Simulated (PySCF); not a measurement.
Fractional electron number in W (tungsten, neutral)

The 6s beta orbital of [Xe] 4f14 5d4 6s2 is emptied in steps (occupation f), with all orbitals relaxed, ending at [Xe] 4f14 5d4 6s1. Computed with PySCF 2.14 in def2-TZVP with the def2 core potential (60 electrons), with a scalar-relativistic core potential. The exact energy is a straight line in f; departures are measured from the line between the end points of the same method.

```tsv
f	PBE0 (eV)	r2SCAN (eV)	LC-wPBE (eV)
1	0.000	0.000	0.000
0.8	-0.316	-0.357	0.024
0.6	-0.475	-0.518	0.031
0.4	-0.474	-0.492	0.024
0.2	-0.313	-0.299	0.012
0	0.000	0.000	0.000
```

```tsv
method	E(f=0) − E(f=1) (eV)	−ε at f=1 (eV)	−ε at f=0.4 (eV)
PBE0	7.281	5.308	7.684
r2SCAN	7.064	4.775	7.634
LC-wPBE	7.051	7.208	6.994
```

Orbital energy along the path (eV):

| f | PBE0 | r2SCAN | LC-wPBE |
| --- | --- | --- | --- |
| 1 | -5.308 | -4.775 | -7.208 |
| 0.8 | -6.094 | -5.775 | -7.129 |
| 0.6 | -6.885 | -6.739 | -7.049 |
| 0.4 | -7.684 | -7.634 | -6.994 |
| 0.2 | -8.495 | -8.378 | -6.997 |
| 0 | -8.918 | -8.305 | -6.934 |

Reference removal energy between the ground levels: 7.864 eV (measured; NIST Atomic Spectra Database, ionization energies). The calculation has no spin-orbit coupling.
